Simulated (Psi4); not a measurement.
Two rigid molecules brought together: H2O ··· CS2 (SMILES O and S=C=S). Monomers: optimised at B3LYP-D3(BJ) (def2-TZVP), held rigid. Orientation: a higher rigid-body minimum at GFN2-xTB. R is the distance of the centres of mass, along which the second monomer moves.

Geometry at R = 3.42 Å (first 3 atoms: monomer A):
```
6

O     -0.0008     0.3896     0.0000
H      0.7654    -0.1932     0.0000
H     -0.7646    -0.1964     0.0000
S     -0.4883     0.7583    -3.9136
C     -0.2744    -0.6398    -3.2728
S     -0.0606    -2.0378    -2.6321
```

Calculation: SAPT0/jun-cc-pVDZ, frozen core (Psi4 1.11).

Components in kJ/mol:

```csv
R / Å,electrostatics,exchange,induction,dispersion,total
2.82,-23.49,54.84,-5.29,-12.25,13.81
3.05,-12.25,27.33,-2.97,-8.03,4.08
3.23,-7.41,15.73,-1.96,-5.82,0.54
3.42,-4.40,8.73,-1.31,-4.18,-1.16
3.61,-2.65,4.82,-0.90,-3.04,-1.78
3.85,-1.44,2.26,-0.59,-2.08,-1.85
4.11,-0.78,0.98,-0.39,-1.40,-1.60
4.40,-0.42,0.37,-0.26,-0.93,-1.24
4.94,-0.16,0.06,-0.13,-0.46,-0.69
5.58,-0.05,0.01,-0.06,-0.22,-0.33
6.66,-0.01,0.00,-0.02,-0.08,-0.10
7.94,0.00,0.00,-0.01,-0.03,-0.03
```
